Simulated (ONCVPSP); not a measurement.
**rhodium: excitation energies, all-electron against ONCV**

* Element: Rh
* Generator: ONCVPSP 4.0.1
* Type: optimised norm-conserving Vanderbilt (ONCV)
* Functional: PBE
* Relativity: fully relativistic
* Frozen core: [Ar] 3d10
* Valence charge: 17
* Reference configuration: 4s2 4p6 4d8 5p1
* Partial waves: 4s: rc 1.45 bohr, ncon 4, nbas 9, qcut 11 1/bohr, 2 projectors, debl 1.6 Ha; 4p+5p: rc 1.40 bohr, ncon 4, nbas 8, qcut 8.6 1/bohr, 2 projectors; 4d: rc 1.40 bohr, ncon 4, nbas 9, qcut 8.7 1/bohr, local
* Local potential: the d channel
* Core correction: none

Open shells are filled in proportion to 2j + 1.

In the s channel the program set the typed energies aside and used -3.094, 0.250 Ha.

Energies are relative to the spin-unpolarised reference configuration 4s2 4p6 4d8 5p1; without spin polarisation the order of configurations can differ from experiment. The d channel is local and has no spin–orbit splitting in the pseudo-atom.

```
valence configuration  charge  ΔE all-electron (eV)  error AE − PS (meV)
  4s2 4p6 4d8 5s1 5p0       0                -3.601                 -0.4
      4s2 4p6 4d8 5p0      +1                 3.862                  0.0
      4s2 4p6 4d7 5p0      +2                23.372                 +1.5
```

**Question.** What are ΔE and the potential's error for 4s1 4p6 4d8 5s1 5p0?

**Answer.** ΔE = 85.426 eV all-electron; the error (AE − PS) is -19 meV.

Levels in the configuration 4s2 4p6 4d7 5p0:

```csv
level,all-electron (eV),pseudo (eV)
4s j=1/2,-103.403,-103.399
4p j=3/2,-69.982,-69.981
4p j=1/2,-73.920,-73.918
4d j=5/2,-25.561,-25.738
4d j=3/2,-26.007,-25.738
```

These tests converged, but a pseudo level misses the all-electron one widely, so the file describes the atom poorly there or has found another state: 4s2 4p6 4d8 5s1 5p0: empty 5p by 5.4 eV; 4s1 4p6 4d8 5s1 5p0: empty 5p by 6.8 eV.
